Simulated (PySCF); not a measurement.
**V⁴⁺: fine-structure interval**

V⁴⁺ [Ar] 3d1 [3d3/2^1, M_J = 3/2] → V⁴⁺ [Ar] 3d1 [3d5/2^1, M_J = 5/2], as a difference of total energies. All numbers are calculated (PySCF 2.14, the two-component X2C-1e Hamiltonian, in x2c-QZVPPall-2c (11s9p5d3f2g, 102 functions)). Correlated levels: [Ne] frozen; the 8 highest virtual spinors dropped. "Screened" scales the spin-orbit matrix elements by Boettger's factors to mimic the two-electron term; Breit and QED terms are absent.

```csv
method,fine-structure interval (cm⁻¹)
GHF (screened spin-orbit),860.71
GMP2 (screened spin-orbit),491.58
GHF (bare spin-orbit),1375.8
```

GHF and GMP2 differ strongly here because the two determinants are spin-polarised to different degrees; the interval is a small difference of such terms.
